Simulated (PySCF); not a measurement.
SMILES [SiH2](C)[SiH2]C(C)C at its GFN2-xTB optimised geometry (Å):

```
20

C      2.2423    -2.2668    -0.5147
Si     1.5906    -0.5590     0.0000
Si    -0.7245    -0.5590     0.0000
C     -1.3982     1.2325     0.0000
C     -0.8778     2.0115     1.2041
C     -2.9228     1.2616    -0.0249
H      3.3279    -2.2963    -0.5221
H      1.8980    -3.0382     0.1684
H      1.8999    -2.5360    -1.5099
H      2.1768    -0.2525     1.3155
H      2.1755     0.4295    -0.9222
H     -1.3178    -1.2375    -1.1660
H     -1.3094    -1.2348     1.1718
H     -1.0411     1.7397    -0.9039
H     -1.2132     1.5489     2.1306
H     -1.2442     3.0382     1.1900
H      0.2107     2.0391     1.2102
H     -3.3055     0.7439    -0.9017
H     -3.2922     2.2870    -0.0462
H     -3.3279     0.7752     0.8604
```

Computed with PySCF 2.14.0 with CAM-B3LYP/def2-SVP. Cells within 0.4 Å of a nucleus heavier than hydrogen are left out (blank, or x).

Map of the electrostatic potential (hartree/e), clipped to [-0.08, 0.12] on the plane z = 0.0 Å:

```
|0000000000000000000000000|
|0000000000000000000000000|
|0000000000000000000000000|
|0000000000000000000000000|
|0000111111100000000000000|
|0001332111110000000000000|
|0003997222221100000000000|
|0004999569742110000000000|
|0003999999983211000000000|
|00039xx99x993222100000000|
|000399x99x996568631000000|
|0001699999999999994100000|
|0000134699999999999310000|
|0000012699xx999xx99510000|
|0000001599999999999411000|
|0000000289999999999321100|
|0000000027999799999962100|
|0000000001344349999993100|
|0000000000111239999862100|
|0000000000011129995111000|
|0000000000000115961000000|
|0000000000000011210000000|
|0000000000000000000000000|
|0000000000000000000000000|
|0000000000000000000000000|
```
Scale: ten equal steps from -0.006 (start of '0') to 0.120 (end of '9'), in the order '0123456789'; x runs from -5.50 to 5.50, y from -5.50 (bottom) to 5.50 (top).
